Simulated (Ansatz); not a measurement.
Reactions of `[NH2][GaH][SiH2]O`.

Computed with Ansatz on PBE0-D4/def2-TZVP structures; ΔE is electronic, products minus reactants. CCSD(T)/CBS is the MP2 limit (def2-TZVPP, def2-QZVPP) plus CCSD(T) − MP2 in def2-TZVPP, frozen cores. This one scheme is used for every species. For Ga, Ti outer-core shells are correlated without core-valence functions, which leaves a few kJ/mol of doubt a bond. Scalar relativity is left out up to krypton. One conformer a species, not always the lowest.

Problem. Order these by ΔE at CCSD(T)/CBS, lowest first. (Best estimate.)
A. `[NH2][GaH][SiH2]O` + H₂ → `[NH2][GaH][SiH3]` + H₂O
B. `[NH2][GaH][SiH2]O` + `[OH][Ti]([OH])([OH])[OH]` → `O[SiH2][GaH][OH]` + `[NH2][Ti]([OH])([OH])[OH]`
C. `[NH2][GaH][SiH2]O` + `O[SiH2]O` → `[NH2][GaH][O][SiH2]O` + `O[SiH3]`
D. `[NH2][GaH][SiH2]O` + H₂O → `[NH2][GaH][OH]` + `O[SiH3]`

Solution. C (-17.8 kcal/mol), D (-11.5 kcal/mol), B (+8.1 kcal/mol), A (+12.1 kcal/mol).

Largest T1 diagnostic: 0.024, for `[NH2][Ti]([OH])([OH])[OH]`.
